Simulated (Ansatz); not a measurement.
The first iterations of a band of a periodic cell of 17 atoms, TiSi₁₆ (host Si, host structure diamond, interstitial Ti).

All numbers below come from Ansatz, DFT PBE-D3(BJ), scalar-relativistic, plane waves, PAW. Settings: PAW set soft_1, cutoff 420 eV, k mesh 2x2x2, fermi-dirac smearing 0.02 eV, no spin polarisation.

```
movable images  : 5
climbing image  : yes
spring          : 5.0 eV/Å²
optimiser       : fire
start path      : IDPP
force threshold : 0.03 eV/Å
iteration limit : 54
end points      : relaxed
```

Image 0:

```xyz
17
Lattice="0.0000 5.4300 5.4300 5.4300 0.0000 5.4300 5.4300 5.4300 0.0000" Properties=species:S:1:pos:R:3
Si 0.051 -0.048 -0.042
Si 1.398 1.355 1.360
Si 2.702 2.731 -0.013
Si 4.077 4.036 1.362
Si 2.704 -0.017 2.735
Si 4.080 1.354 4.042
Si 5.450 2.730 2.735
Si 6.791 4.073 4.076
Si 0.048 2.757 2.763
Si 1.364 4.065 4.079
Si 2.673 5.382 2.766
Si 4.075 6.785 4.113
Si 2.678 2.756 5.393
Si 4.078 4.107 6.793
Si 5.450 5.413 5.419
Si 6.757 6.784 6.795
Ti 9.508 6.783 6.793
```

Image 6:

```xyz
17
Lattice="0.0000 5.4300 5.4300 5.4300 0.0000 5.4300 5.4300 5.4300 0.0000" Properties=species:S:1:pos:R:3
Si 0.003 -0.006 0.003
Si 1.344 1.337 1.344
Si 2.716 2.711 0.039
Si 4.091 4.083 1.344
Si 2.718 0.031 2.718
Si 4.092 1.336 4.092
Si 5.397 2.710 2.718
Si 6.745 4.112 4.122
Si 0.039 2.711 2.716
Si 1.344 4.083 4.091
Si 2.716 5.389 2.716
Si 4.117 6.741 4.117
Si 2.718 2.710 5.397
Si 4.122 4.112 6.745
Si 5.429 5.429 5.429
Si 6.745 6.737 6.745
Ti 8.146 8.142 8.146
```

| iteration | highest image above the first end (eV) | largest band force component (eV/Å) |
| --- | --- | --- |
| 1 | 2.488 | 3.804 |
| 2 | 2.086 | 1.865 |
| 3 | 1.950 | 0.890 |
| 4 | 1.932 | 0.801 |
| 5 | 1.904 | 0.635 |
| 6 | 1.878 | 0.508 |
| 7 | 1.864 | 0.389 |
| 8 | 1.861 | 0.443 |
| 9 | 1.858 | 0.410 |
| 10 | 1.852 | 0.348 |
| 11 | 1.846 | 0.268 |
| 12 | 1.841 | 0.231 |
| 13 | 1.837 | 0.214 |
| 14 | 1.833 | 0.232 |
| 15 | 1.827 | 0.223 |
| 16 | 1.819 | 0.175 |
| 17 | 1.809 | 0.126 |

Question: Does the band converge within its limit, and where does its top end?

Answer: The run converged. It ended after 51 iterations with the highest image 1.709 eV above the first end. By the program's own check the climbing image is a first-order saddle point (lowest curvatures found: -4.43 and 0.09 eV/Å²). Limits of this set-up: coarse k mesh, a small cell, in which the defect meets its images.

Run time: 29 min on 1 thread of Arm Neoverse V2, on a shared host, peak memory 0.89 GiB.
